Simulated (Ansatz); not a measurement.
Relaxation of GaNCl₂H₂⁺, that is GaCl2(NH2) with one electron fewer with UKS PBE0-D4/def2-SVP.

```sh
$ ansatz run in.yaml --threads 4 --pin off --events-out ev --progress --plain --max-ram 3916MiB
```

```yaml
crystal:
  periodic: [false, false, false]
  atoms:
    - {symbol: Ga, position_ang: [0.362086, 0.619791, 0.011275]}
    - {symbol: Cl, position_ang: [2.468975, 0.637979, 0.345385]}
    - {symbol: Cl, position_ang: [-0.651656, 2.472740, -0.288468]}
    - {symbol: N, position_ang: [-0.540742, -0.923076, -0.009441]}
    - {symbol: H, position_ang: [-1.537007, -0.981769, -0.174685]}
    - {symbol: H, position_ang: [-0.101656, -1.825656, 0.115934]}
basis:
  gaussian: {orbitals: def2-SVP}
total_charge: 1
magnetization: {spin_polarized: true, initial_magnetization: 1}
hamiltonian: {xc: pbe0, dispersion: d4}
scf: {omitted_lower_state_checks: [starts]}
output: {orbitals: {seedname: orbitals}}
relax: {f_tol: 0.02, max_steps: 100}
```

It took 17 s on 4 threads of Arm Neoverse V1 on a shared host.

Positions (Å) and forces (eV/Å) at steps 1, 2, 3, 4, 5, 6, 7 of 7:

```xyz
6
step=1 energy=-78907.1278 eV
Ga    0.362    0.620    0.011    2.141    3.668    0.079
Cl    2.469    0.638    0.345   -0.683   -0.323   -0.088
Cl   -0.652    2.473   -0.288    0.054   -0.756    0.061
N    -0.541   -0.923   -0.009   -0.914   -1.567   -0.051
H    -1.537   -0.982   -0.175   -0.845   -0.190   -0.111
H    -0.102   -1.826    0.116    0.247   -0.833    0.110
6
step=2 energy=-78907.4166 eV
Ga    0.408    0.701    0.019    1.343    2.256   -0.083
Cl    2.480    0.548    0.357   -0.396   -0.168   -0.016
Cl   -0.736    2.439   -0.296    0.037   -0.423    0.072
N    -0.516   -0.905   -0.077   -0.929   -1.474    0.305
H    -1.543   -0.965   -0.149   -0.049   -0.082   -0.144
H    -0.092   -1.818    0.145   -0.006   -0.108   -0.135
6
step=3 energy=-78907.4004 eV rejected
Ga    0.497    0.845   -0.002   -0.415   -0.698    0.025
Cl    2.489    0.474    0.371    0.310   -0.146    0.045
Cl   -0.807    2.412   -0.298   -0.274    0.197   -0.074
N    -0.571   -0.980   -0.026    2.113    3.595    0.002
H    -1.542   -0.942   -0.172   -2.239   -0.668   -0.278
H    -0.067   -1.809    0.128    0.505   -2.281    0.280
6
step=4 energy=-78907.5911 eV
Ga    0.452    0.774    0.014    0.540    0.908   -0.027
Cl    2.487    0.490    0.361   -0.081   -0.096    0.003
Cl   -0.790    2.416   -0.302   -0.047   -0.116    0.010
N    -0.521   -0.899   -0.038   -0.334   -0.523    0.107
H    -1.541   -0.963   -0.167   -0.053   -0.077   -0.049
H    -0.087   -1.818    0.132   -0.026   -0.095   -0.043
6
step=5 energy=-78907.6367 eV
Ga    0.485    0.831    0.016    0.081    0.139    0.004
Cl    2.494    0.445    0.364    0.058   -0.039    0.012
Cl   -0.832    2.400   -0.309   -0.062    0.032   -0.013
N    -0.523   -0.895   -0.017    0.001    0.001    0.000
H    -1.538   -0.964   -0.176   -0.054   -0.058   -0.004
H    -0.086   -1.817    0.123   -0.024   -0.075    0.002
6
step=6 energy=-78907.6385 eV
Ga    0.495    0.848    0.016    0.067    0.115    0.001
Cl    2.504    0.423    0.367   -0.105    0.030   -0.019
Cl   -0.856    2.398   -0.313    0.078   -0.077    0.019
N    -0.518   -0.886   -0.017   -0.090   -0.153   -0.002
H    -1.535   -0.966   -0.175    0.046    0.030    0.005
H    -0.090   -1.816    0.122    0.004    0.055   -0.004
6
step=7 energy=-78907.6396 eV
Ga    0.496    0.850    0.016    0.001    0.003    0.000
Cl    2.500    0.427    0.366    0.004    0.003    0.000
Cl   -0.851    2.396   -0.312    0.001    0.005    0.000
N    -0.520   -0.890   -0.017    0.000    0.000    0.000
H    -1.537   -0.966   -0.175   -0.002   -0.007    0.000
H    -0.089   -1.817    0.122   -0.005   -0.005    0.000
```
